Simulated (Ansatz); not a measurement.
Input (CCSDT(Q)/def2-QZVPP; Ansatz, a first-principles code): A basis named .json is the Basis Set Exchange file of that set.

Ansatz 0.2 input:
```yaml
crystal:
  periodic: [false, false, false]
  atoms:
    - {symbol: Sn, position_ang: [-0.00000000, -0.00000000, -1.41351307]}
    - {symbol: I, position_ang: [0.00000000, 0.00000000, 1.33350289]}
basis:
  gaussian:
    orbitals: def2-QZVPP.json
magnetization: {spin_polarized: true, initial_magnetization: 1}
correlation: {method: ccsdt_q, electrons: outside_noble_gas}
```

Output:

```
Functional definition: HF
integrals: 1.19 GiB planned
1807 factors; integrals over basis functions are off by at most 1.8e-7 eV
mean field: 1.25 GiB planned
mean field evaluation 1: about -13878.9664 eV, gradient 7.4e0 eV
mean field evaluation 2: about -13878.9894 eV, gradient 7.4e0 eV
mean field evaluation 4: about -13879.6623 eV, gradient 1.4e0 eV
mean field evaluation 8: about -13879.6991 eV, gradient 2.7e-1 eV
mean field evaluation 16: about -13879.5077 eV, gradient 5.1e0 eV
mean field evaluation 32: about -13878.9489 eV, gradient 5.9e0 eV
mean field evaluation 64: about -13879.6932 eV, gradient 4.7e-1 eV
mean field evaluation 96: about -13876.7694 eV, gradient 4.9e-1 eV
mean field evaluation 128: about -13876.6002 eV, gradient 5.6e0 eV
mean field evaluation 160: about -13876.8231 eV, gradient 3.0e-2 eV
mean field evaluation 192: about -13875.8978 eV, gradient 4.8e0 eV
mean field evaluation 224: about -13876.7709 eV, gradient 1.5e-3 eV
mean field evaluation 256: about -13876.7895 eV, gradient 2.6e-1 eV
mean field -13879.70041059 eV, -510.0695820903 hartree, gradient 2.7e-6 eV, S^2 0.765520; 9 other end points of the search recorded, 0 dependent functions left out
determinant -13879.70041059 eV, -510.0695820903 hartree, with singles and doubles -13886.36224164 eV, -510.3143998658 hartree
determinant -13877.13380434 eV, -509.9752610504 hartree, with singles and doubles -13884.06248932 eV, -510.2298855269 hartree
determinant -13876.82313208 eV, -509.9638440556 hartree, with singles and doubles -13883.10527299 eV, -510.1947084758 hartree
determinant -13876.78000601 eV, -509.9622592016 hartree, with singles and doubles -13882.84237971 eV, -510.1850473260 hartree
determinant -13876.77092039 eV, -509.9619253111 hartree, with singles and doubles -13883.13290383 eV, -510.1957238904 hartree
determinant -13876.38613140 eV, -509.9477845766 hartree, with singles and doubles -13882.84426015 eV, -510.1851164305 hartree
18 core orbitals not correlated
reference -13879.70041059 eV, -510.0695820903 hartree; 6, 5 occupied and 140, 141 virtual orbitals, 1807 factors
second order -5.93949299 eV of doubles, -0.00000000 eV of singles
coupled cluster: 11.97 GiB planned
cycle   1  -6.33604116 eV  change   -4.0e-1 eV  update   9.2e-2
cycle   2  -6.68656360 eV  change   -3.5e-1 eV  update   4.7e-2
cycle   3  -6.96456885 eV  change   -2.8e-1 eV  update   2.6e-2
cycle   4  -6.92736873 eV  change    3.7e-2 eV  update   9.4e-3
cycle   5  -6.90876715 eV  change    1.9e-2 eV  update   6.6e-3
cycle   6  -6.91400385 eV  change   -5.2e-3 eV  update   2.5e-3
cycle   7  -6.91764958 eV  change   -3.6e-3 eV  update   1.5e-3
cycle   8  -6.91671535 eV  change    9.3e-4 eV  update   5.5e-4
cycle   9  -6.91689262 eV  change   -1.8e-4 eV  update   3.0e-4
cycle  10  -6.91705123 eV  change   -1.6e-4 eV  update   1.6e-4
cycle  11  -6.91683513 eV  change    2.2e-4 eV  update   1.0e-4
cycle  12  -6.91688263 eV  change   -4.8e-5 eV  update   6.1e-5
cycle  13  -6.91690511 eV  change   -2.2e-5 eV  update   2.9e-5
cycle  14  -6.91692559 eV  change   -2.0e-5 eV  update   1.5e-5
cycle  15  -6.91693168 eV  change   -6.1e-6 eV  update   7.3e-6
cycle  16  -6.91693675 eV  change   -5.1e-6 eV  update   3.5e-6
cycle  17  -6.91693524 eV  change    1.5e-6 eV  update   2.1e-6
cycle  18  -6.91693381 eV  change    1.4e-6 eV  update   1.1e-6
cycle  19  -6.91693392 eV  change   -1.0e-7 eV  update   5.8e-7
perturbative correction -0.01881362 eV, -0.0006913878 hartree
Total energy: -13886.63615812 eV, -510.3244661109 hartree
```
